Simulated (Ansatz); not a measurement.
A calculation with Ansatz (development build ahead of 0.2.0).

```yaml
crystal:
  periodic: [false, false, false]
  atoms:
    - { symbol: Al, position_ang: [0.0, 0.0, 0.0] }
    - { symbol: Cl, position_ang: [1.24855, 1.24855, 1.24855] }
    - { symbol: Cl, position_ang: [1.24855, -1.24855, -1.24855] }
    - { symbol: Cl, position_ang: [-1.24855, 1.24855, -1.24855] }
    - { symbol: Cl, position_ang: [-1.24855, -1.24855, 1.24855] }
basis:
  gaussian: { orbitals: cc-pVDZ }
total_charge: -1
hamiltonian:
  xc: hf
correlation:
  method: mp2
  frozen_orbitals: { Al: 5, Cl: 5 }
```

The input is written out in the form of the current development build from the run's settings.

Results

```yaml
Converged: yes
Reference_energy: -2080.32309 hartree
Correlation_energy: -0.59646 hartree
Total_energy: -2080.91955 hartree
Spin_squared_of_the_determinant: 0.000
```

Caution: no diffuse functions for an anion.
